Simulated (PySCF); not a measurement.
CH₄AlClSe.

```xyz
8

Al    -0.4127     0.6616     0.0000
Cl     1.1962     2.0345     0.0000
C     -2.2483     1.3004     0.0000
H     -2.4323     1.9306    -0.8867
H     -2.9850     0.4821     0.0000
H     -2.4323     1.9306     0.8867
Se     0.2222    -1.5680     0.0000
H     -1.1843    -2.0206     0.0000
```

Coordinates come from a B3LYP-D3(BJ)/def2-SVP optimisation. The structure was generated by enumeration; whether it is a known compound was not checked. The values are those of a single conformer.

Computed with PBE/pcSseg-1 (PySCF). Non-relativistic, no solvent.

Computed absolute GIAO shielding of each atom: isotropic value and principal components (ppm):
| atom | σ(iso) | σ11 | σ22 | σ33 | span |
|---|---|---|---|---|---|
| Al1 | 304.9 | 230.4 | 314.6 | 369.8 | 139.4 |
| Cl2 | 853.2 | 693.9 | 897.6 | 968.1 | 274.1 |
| C3 | 183.8 | 173.7 | 183.8 | 194.0 | 20.4 |
| H4 | 31.0 | 26.8 | 28.3 | 38.0 | 11.1 |
| H5 | 31.4 | 26.6 | 30.0 | 37.6 | 11.1 |
| H6 | 31.0 | 26.8 | 28.3 | 38.0 | 11.1 |
| Se7 | 1991.1 | 1850.9 | 1985.2 | 2137.1 | 286.2 |
| H8 | 30.4 | 21.5 | 26.2 | 43.4 | 21.9 |
